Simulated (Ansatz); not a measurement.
Geometry optimisation, Ansatz, RKS PBE/def2-mTZVP.

The input (input.yaml):

```yaml
crystal:
  periodic: [false, false, false]
  atoms:
    - { symbol: O, position_ang: [-0.1775, 1.173, 1.0163] }
    - { symbol: C, position_ang: [-0.1103, 0.047, 0.2464] }
    - { symbol: Se, position_ang: [0.4522, -1.5457, 1.1915] }
    - { symbol: "N", position_ang: [-1.1912, -0.1461, -0.6376] }
    - { symbol: Al, position_ang: [0.3839, 0.2662, -1.594] }
    - { symbol: H, position_ang: [-0.8938, 1.028, 1.7068] }
    - { symbol: H, position_ang: [1.8731, -0.8919, 1.493] }
    - { symbol: H, position_ang: [-1.3689, -1.1615, -0.8055] }
    - { symbol: H, position_ang: [1.121, 1.1847, -2.6339] }
basis:
  gaussian: { orbitals: def2-mTZVP }
hamiltonian:
  xc: pbe
relax:
  f_tol: 0.015
  max_steps: 40
```

Run as:

```bash
$ ansatz run input.yaml --threads 2 --pin off --max-ram 3072MiB --backend cpu --events-out ev --progress --plain --runs-dir out
```

Q: Where does it end, and by what steps?

A: It converged. After 16 steps the energy has fallen by 1.093 eV; H7 moved furthest, 0.62 Å.

```
step  energy less start (eV)  largest force component (eV/Å)  accepted
   0                  0.0000                           2.549       yes
   1                 -0.5423                           1.525       yes
   2                 -0.7626                           0.892       yes
   3                 -0.8525                           0.846       yes
   4                 -0.9673                           0.867       yes
   5                 -1.0091                           0.789       yes
   6                 -1.0273                           0.714       yes
   7                 -1.0730                           0.229       yes
   8                 -1.0759                           0.224       yes
   9                 -1.0850                           0.209       yes
  10                 -1.0902                           0.088       yes
  11                 -1.0898                           0.127        no
  12                 -1.0924                           0.036       yes
  13                 -1.0923                           0.090        no
  14                 -1.0928                           0.015       yes
  15                 -1.0929                           0.022       yes
  16                 -1.0930                           0.011       yes
```

```xyz
9
Properties=species:S:1:pos:R:3
O -0.305 1.072 1.138
C 0.066 0.121 0.177
Se 0.760 -1.557 1.073
N -0.906 -0.233 -0.862
Al 0.454 0.536 -1.684
H -0.832 0.614 1.831
H 1.626 -0.840 2.054
H -1.772 -0.734 -0.637
H 0.997 0.975 -3.107
```

Time of the run: 67 s on 2 threads of Arm Neoverse V1, with other jobs on the host, peak memory 0.19 GiB.
